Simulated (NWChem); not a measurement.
Atomisation of trichloroethylene (C2HCl3)

```xyz
6

Cl    -2.1917    -0.6168     0.0000
C     -0.9604     0.5683     0.0000
C      0.3477     0.2788     0.0000
Cl     0.9658    -1.3170     0.0000
Cl     1.5185     1.5404     0.0000
H     -1.2968     1.6060     0.0000
```
Charge 0, spin multiplicity 1.

The numbers come from NWChem runs, not from measurements. Structure: optimised with PBE0/def2-SVP, a minimum by its harmonic frequencies.

Basis set: def2-TZVP. The atomisation energy is electronic alone: no zero-point, thermal, spin-orbit or counterpoise terms. No value is extrapolated to the basis-set limit. Free atoms are single determinants with multiplicities Cl 2, C 3, H 2. Correlated methods freeze the same cores in atoms and molecule, 17 orbitals in all.

```json
[
 {"method": "MP2", "atomisation energy (kcal/mol)": "500.2", "relative cost": "4"},
 {"method": "PBE", "atomisation energy (kcal/mol)": "522.3", "relative cost": "under 3"},
 {"method": "BHandHLYP", "atomisation energy (kcal/mol)": "460.4", "relative cost": "1"},
 {"method": "PBE0", "atomisation energy (kcal/mol)": "504.6", "relative cost": "under 3"},
 {"method": "B3LYP", "atomisation energy (kcal/mol)": "483.8", "relative cost": "under 3"},
 {"method": "HF", "atomisation energy (kcal/mol)": "328.0", "relative cost": "under 3"},
 {"method": "CAM-B3LYP", "atomisation energy (kcal/mol)": "486.9", "relative cost": "40"},
 {"method": "BLYP", "atomisation energy (kcal/mol)": "486.4", "relative cost": "under 3"}
]
```

The values span 194.3 kcal/mol, from HF (lowest) to PBE (highest). Relative cost: rough, from shared machines, SCF included, BHandHLYP = 1. Costs are the molecule's.

B3LYP has NWChem's definition, with VWN1-RPA local correlation. GW and range-separated runs recompute their integrals, the others keep them in memory, which bears on the times. The stability of the SCF solutions was not checked. Open-shell Hartree-Fock references start from PBE0 orbitals; any time given for them includes that run.
